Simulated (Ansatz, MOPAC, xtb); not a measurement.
The molecule TaSi, multiplicity 6 (lowest of 2S+1 = 2, 4, 6, 8 at CCSD(T)/def2-TZVPP on PBE0 minima; our sources give no spin for the ground state, which may be another). No spin–orbit coupling.

Seven points along R, fitted to fifth degree in 1/R; most abundant isotopes. In def2 and cc sets the state is the lowest found near the PBE0 minimum, followed along R.

Run with Ansatz (Gaussian basis) for Hartree–Fock, density functionals and correlated methods; MOPAC for PM6 (differences of heats of formation); xtb for the GFN methods.  In def2 rows elements past Kr take small-core potentials, without spin–orbit coupling. The GFN methods have no spin term and hold the electronic entropy of 300 K.

| level | r_e (Å) | ω_e (cm⁻¹) | ω_e x_e (cm⁻¹) | α_e (cm⁻¹) | dipole (D) |
|---|---|---|---|---|---|
| PM6 | 2.512 | 396 | 1.0 | 0.00030 | - |
| GFN1-xTB | 2.510 | 383 | 1.7 | 0.00071 | - |
| GFN2-xTB | 2.578 | 252 | 3.2 | 0.0013 | - |
| SVWN5/def2-TZVPP | 2.443 | 370 | 1.1 | 0.00045 | 1.73 |
| PBE/def2-TZVPP | 2.470 | 358 | 1.1 | 0.00045 | 2.13 |
| r2SCAN/def2-TZVPP | 2.453 | 372 | 1.1 | 0.00044 | 2.76 |
| B97M-V/def2-TZVPP | 2.477 | 362 | 1.1 | 0.00044 | 2.52 |
| B3LYP/def2-TZVPP | 2.471 | 359 | 1.1 | 0.00045 | 2.37 |
| PBE0/def2-TZVPP | 2.442 | 380 | 1.0 | 0.00043 | 2.82 |
| BHLYP/def2-TZVPP | 2.451 | 372 | 1.4 | 0.00048 | 3.11 |
| CAM-B3LYP/def2-TZVPP | 2.442 | 379 | 1.2 | 0.00045 | 2.91 |
| wB97X-V/def2-TZVPP | 2.434 | 389 | 1.3 | 0.00044 | 3.38 |
| wB97M-V/def2-TZVPP | 2.435 | 386 | 1.2 | 0.00044 | 2.65 |
| B2PLYP/def2-TZVPP | 2.460 | 375 | 0.36 | 0.00033 | - |

Correlated levels freeze the inner cores; with def2 sets outer-core shells near the valence are correlated too. The state that PM6 reach isn't checked.

Ansatz is a program for electronic structure.
